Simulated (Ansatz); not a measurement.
Stepwise reaction of `FB(Br)Br` with hydrogen fluoride, as a gas-phase model of exchange steps in deposition or etching. ΔE in kJ/mol; ΔG adds harmonic PBE0-D4 terms to CCSD(T)/CBS, at 1 bar.

Gas-phase electronic energies from Ansatz, PBE0-D4/def2-TZVP geometries. CCSD(T)/CBS is the MP2 limit (def2-TZVPP, def2-QZVPP) plus CCSD(T) − MP2 in def2-TZVPP, frozen cores. This one scheme is used for every species. DFT in def2-TZVPP. B3LYP here is the variant with VWN-RPA as its local correlation; programs differ in this. For Br outer-core shells are correlated without core-valence functions, which leaves a few kJ/mol of doubt a bond. Scalar relativity is left out up to krypton.

```json
{"step": "2", "reaction": "`FB(F)Br` + H–F → `FB(F)F` + HBr", "PBE-D4": "-67.7", "B3LYP-D4": "-79.2", "ωB97M-V": "-77.6", "CCSD(T)/CBS": "-71.7", "ΔG(600 K)": "-70.7"}
```

Problem. Give the row of step 1, `FB(Br)Br` + H–F → `FB(F)Br` + HBr. (Best estimate.)

Solution. Computed: 
| step | reaction | PBE-D4 | B3LYP-D4 | ωB97M-V | CCSD(T)/CBS | ΔG(600 K) |
| --- | --- | --- | --- | --- | --- | --- |
| 1 | `FB(Br)Br` + H–F → `FB(F)Br` + HBr | -66.0 | -77.3 | -77.2 | -66.7 | -71.6 |

Problem. By hand: ΔE of the 2 steps together at CCSD(T)/CBS.

Solution. (-66.7) + (-71.7) = -138.4 kJ/mol, or -69.2 kJ/mol a step.

In ΔE each step is lower than the one before. All are downhill at CCSD(T)/CBS. ΔG lies between -71.6 and -70.7 kJ/mol a step. PBE-D4 differs from CCSD(T)/CBS by 0.7 to 4.0 kJ/mol a step. Isolated molecules leave out the surface, adducts and barriers. Largest T1 diagnostic: 0.012.
